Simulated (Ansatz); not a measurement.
PPAsAs tetrahedron (As2P2). The state is a singlet with charge 0. Geometry r2SCAN-D4/def2-SVP, basis def2-TZVP, Ansatz.

| run | HOMO (eV) | LUMO (eV) |
| --- | --- | --- |
| A | -6.53 | -1.75 |
| B | -7.22 | -1.09 |
| C | -6.42 | -2.02 |
| D | -9.27 | 0.85 |
| E | -6.01 | -1.66 |
| F | -9.59 | 0.88 |

LC-ωPBE has ω = 0.4 bohr⁻¹.

Question: The runs used BLYP, LC-ωPBE, LDA (SPW92), PBE0, r2SCAN, ωB97X-V. Estimate which is which.

Answer: A r2SCAN (0 % exact exchange); B PBE0 (25 % exact exchange); C LDA (SPW92) (0 % exact exchange); D ωB97X-V (range-separated); E BLYP (0 % exact exchange); F LC-ωPBE (range-separated). Exact exchange lowers occupied and raises empty levels; among semilocal functionals meta-GGAs tend to open the gap a little, and such runs are hard to tell apart. The gap grows from 4.35 eV (BLYP) to 10.47 eV (LC-ωPBE).
